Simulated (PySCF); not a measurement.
Work out the structure from these simulated measurements.

Elements present: C, H and N. Monoisotopic mass: 112.1000 u.

* Valence photoelectron: vertical ionisation energy: 8.48 eV [ΔSCF CAM-B3LYP/def2-SVPD]
* Polarisability: 83.1 au [CAM-B3LYP/def2-SVPD]
* UV, strongest line: among the 10 lowest singlet transitions: S4 at 7.03 eV (176 nm, f = 0.034) [TDDFT CAM-B3LYP/def2-SVPD]
* Rotational structure: rotational constants A, B, C: 3.045, 1.853, 1.338 GHz [PBE0-D3(BJ)/def2-SVP]
* XPS: C1s 289.9, C1s 290.2, C1s 290.2, C1s 290.4, C1s 290.9, C1s 291.1, N1s 404.7, N1s 404.8 eV [ΔSCF SCAN, pcX-2 on the ionised atom, pcseg-1 elsewhere, spin-free X2C]
* NMR, other nuclei: isotropic shieldings of nuclei other than C and H, by class: 218 (1 N), 222 (1 N) ppm [GIAO PBE0/pcSseg-1]
* 13C NMR: chemical shifts (computed TMS as zero) by class: 55.6 (1 C), 37.4 (1 C), 34.2 (1 C), 32.7 (1 C), 30.1 (1 C), 28.4 (1 C) ppm [GIAO PBE0/pcSseg-1]

Gas-phase values; electronic properties from PySCF, density fitting. Levels stand in brackets. One conformer (not necessarily the lowest) at the PBE0-D3(BJ)/def2-SVP geometry, without solvent, vibrations or thermal averaging. Each NMR value is the plain mean over a class of atoms that symmetry, rotation or inversion makes alike.

Problem. Which formula fits the mass and the elements?

Solution. C6H12N2 (calculated 112.1000). No other formula that holds each of these elements comes within 0.0003 u with a fitting electron parity and a possible valence count.

Problem. Give a SMILES that accounts for the data.

Solution. Numbering: `[NH2:1][C@@H:2]1[C@H:3]2[CH2:4][CH2:5][C@@H:6]([NH2:7])[C@@H:8]12`. Its formula, C6H12N2, gives 2 degrees of unsaturation: 2 rings and 0 π bonds in the structure found. 6 carbons fall into 6 classes; from least to most shielded: ring sp3 carbon bound to nitrogen [C6] (55.6 ppm), sp3 carbon at a ring junction [C8] (37.4 ppm), ring CH2 carbon [C5] (34.2 ppm), ring sp3 carbon bound to nitrogen [C2] (32.7 ppm), ring CH2 carbon [C4] (30.1 ppm), sp3 carbon at a ring junction [C3] (28.4 ppm). The other shieldings belong to: 218 ppm, primary amine nitrogen [N7]; 222 ppm, primary amine nitrogen [N1]. The core levels belong to: C1s 289.9 eV, sp3 carbon at a ring junction [C8]; C1s 290.2 eV, sp3 carbon at a ring junction [C3]; C1s 290.2 eV, ring CH2 carbon [C5]; C1s 290.4 eV, ring CH2 carbon [C4]; C1s 290.9 eV, sp3 carbon bound to nitrogen [C2]; C1s 291.1 eV, sp3 carbon bound to nitrogen [C6]; N1s 404.7 eV, primary amine nitrogen [N7]; N1s 404.8 eV, primary amine nitrogen [N1]. The first electron is taken from the HOMO, whose largest Löwdin shares are 0.39 on a primary amine nitrogen, 0.15 on an sp3 carbon at a ring junction, 0.15 on an sp3 carbon bound to nitrogen and 0.05 on an sp3 carbon bound to nitrogen. The optimised geometry has point group C1 and is an asymmetric top. Structure: `N[C@@H]1[C@H]2CC[C@@H](N)[C@@H]12`. Computed isomers that give other values at the same levels: `C=CCN(C)/N=C\C` (vertical ionisation energy: 7.74 eV); `C1CN2CCN1CC2` (13C chemical shifts (computed TMS as zero) by class: 50.0 (6 C) ppm). The assignments are read from this structure; whether some other isomer fits the data as well wasn't checked. The mirror image fits equally.
